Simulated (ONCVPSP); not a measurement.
# Before and after: ONCV potential for cerium (Ce)

ONCVPSP 4.0.1 input, shortened (lines: element, Z, core and valence counts, functional; n l f; lmax; l rc ep ncon nbas qcut; lloc lpopt rc5 dvloc0; l nproj debl; icmod fcfact rcfact), LDA (Perdew-Wang 92), scalar-relativistic:

```
  Ce 58.00    9    6  -001012      upf
    1    0    2.00
    2    0    2.00
    2    1    6.00
    3    0    2.00
    3    1    6.00
    3    2   10.00
    4    0    2.00
    4    1    6.00
    4    2   10.00
    4    3    1.00
    5    0    2.00
    5    1    6.00
    5    2    1.00
    6    0    1.50
    6    1    0.50
    3
    0    2.70    0.00    5    8    3.40
    1    3.40    0.00    4    9    3.40
    2    3.90    0.00    4    8    4.70
    3    1.85    0.00    5   10    9.30
    4    5    1.75    0.00
    0    2    3.60
    1    3    0.90
    2    2    2.40
    3    2    1.90
    3    3.50    1.40
```

Change: core correction Teter function, fcfact 3.5, rcfact 2.06.

Cutoffs: the cutoffs (Ha) at which the residual kinetic energy of the hardest occupied pseudo-wave falls to 1 and 0.1 mHa per electron; they do not see the model core or the augmentation charge, which bear on the density cutoff. Errors are all-electron minus pseudo energies relative to the spin-unpolarised reference configuration.

Problem. Predict the effect on cutoff, ghosts and configuration errors.

Solution. The potential gets neither clearly harder nor softer (38 Ha and 43 Ha → 38 Ha and 43 Ha); of the 4 tests that both files solve, the error grows in 3 and shrinks in 0 by more than 15 % and 0.3 meV (median size 5.1 → 13.5 meV); neither file shows a bound ghost. A model core, the more so a compact one, raises the density cutoff, which this test does not measure.

```tsv
quantity	base	changed
cutoff, loose	38 Ha	38 Ha
cutoff, tight	43 Ha	43 Ha
bound ghosts	none	none
GHOST(+) flags under 300 eV	s at 51.6 eV	s at 51.6 eV
error for 4f1 5s2 5p6 5d1 6s2 6p0, meV [ΔE -1.25 eV]	-0.1	-0.6
error for 4f1 5s2 5p6 5d1 6s1 6p0, meV [ΔE 5.02 eV]	-1.4	-2.4
error for 4f1 5s2 5p6 5d1 6s0 6p0, meV [ΔE 16.36 eV]	-8.8	-25
error for 4f0 5s2 5p6 5d2 6s2 6p0, meV [ΔE 3.70 eV]	+585	+536
s: phases at 2.74 bohr within 0.05 rad from the reference energy up to (Ha; the scan ends near 5)	1.6	1.6
p: phases at 3.44 bohr within 0.05 rad from the reference energy up to (Ha; the scan ends near 5)	to the end of the scan	to the end of the scan
d: phases at 3.95 bohr within 0.05 rad from the reference energy up to (Ha; the scan ends near 5)	4.5	4.5
f: phases at 1.88 bohr within 0.05 rad from the reference energy up to (Ha; the scan ends near 5)	to the end of the scan	to the end of the scan
rms error of d²Exc/dni dnj with the model core, mHa	4.63	3.71
```
